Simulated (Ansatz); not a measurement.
Geometry optimisation, RKS PBE-D4/STO-3G (Ansatz).

Input file:

```yaml
crystal:
  periodic: [false, false, false]
  atoms:
    - { symbol: C, position_ang: [2.216, -1.4476, 2.3017] }
    - { symbol: "N", position_ang: [1.2955, -0.5171, 1.5366] }
    - { symbol: Si, position_ang: [0.3639, -0.9674, 0.1682] }
    - { symbol: "N", position_ang: [-0.1517, 0.5609, -0.1829] }
    - { symbol: Si, position_ang: [-1.3378, 0.4214, -1.468] }
    - { symbol: C, position_ang: [-1.9699, 2.1156, -1.9227] }
    - { symbol: H, position_ang: [2.6219, -0.8616, 3.1457] }
    - { symbol: H, position_ang: [1.6538, -2.2429, 2.6836] }
    - { symbol: H, position_ang: [3.0008, -1.7552, 1.7188] }
    - { symbol: H, position_ang: [1.8327, 0.3073, 1.2786] }
    - { symbol: H, position_ang: [1.3125, -1.4401, -0.8426] }
    - { symbol: H, position_ang: [-0.6336, -1.9059, 0.6232] }
    - { symbol: H, position_ang: [-0.7415, 0.9086, 0.6421] }
    - { symbol: H, position_ang: [-2.4986, -0.3956, -0.9756] }
    - { symbol: H, position_ang: [-0.6913, -0.2215, -2.6166] }
    - { symbol: H, position_ang: [-2.6928, 2.0636, -2.7155] }
    - { symbol: H, position_ang: [-2.4493, 2.6209, -1.0771] }
    - { symbol: H, position_ang: [-1.1682, 2.7678, -2.2455] }
basis:
  gaussian: { orbitals: STO-3G }
hamiltonian:
  xc: pbe
  dispersion: d4
relax:
  f_tol: 0.02
  max_steps: 40
scf:
  lower_state_search: "off"
output:
  orbitals: {}
```

Command:

```bash
$ ansatz run input.yaml --threads 1 --pin off --max-ram 2048MiB --backend cpu --events-out ev --progress --plain --runs-dir out
```

Task: Where does it end, and by what steps?

Result: The run converged. The force dipped under the threshold on the way, but the program's further checks kept it going. Limits of this set-up: minimal basis. After 30 steps the energy has fallen by 1.412 eV; H13 moved furthest, 1.94 Å. Parted: Si3–Si5.

```tsv
step	energy less start (eV)	largest force component (eV/Å)	accepted
0	0.0000	4.380	yes
2	-1.2404	0.426	yes
4	-1.3101	0.280	yes
6	-1.3290	0.131	yes
8	-1.3416	0.239	yes
10	-1.3503	0.240	yes
12	-1.3607	0.149	yes
14	-1.3638	0.090	yes
16	-1.3704	0.092	yes
18	-1.3757	0.133	yes
20	-1.3891	0.139	yes
22	-1.3998	0.182	yes
24	-1.4084	0.106	yes
26	-1.4108	0.065	yes
28	-1.4114	0.020	yes
30	-1.4115	0.010	yes
```

```xyz
18
Properties=species:S:1:pos:R:3
C 2.242 -0.653 1.923
N 0.972 -0.108 1.320
Si 0.041 -1.359 0.414
N -1.491 -0.722 -0.123
Si -1.697 0.260 -1.562
C -0.970 2.000 -1.427
H 2.755 0.147 2.501
H 1.983 -1.469 2.629
H 2.986 -1.064 1.194
H 1.283 0.652 0.644
H 0.727 -1.844 -0.787
H -0.145 -2.445 1.368
H -2.125 -0.449 0.662
H -3.124 0.382 -1.839
H -1.025 -0.429 -2.656
H -1.143 2.567 -2.357
H -1.426 2.569 -0.599
H 0.119 1.974 -1.252
```

Whether the end is a true minimum wasn't checked by a vibrational analysis.

The run took 76 s on 1 thread of Intel(R) Xeon(R) Platinum 8488C (Sapphire Rapids), with other jobs on the host, peak memory 0.15 GiB.
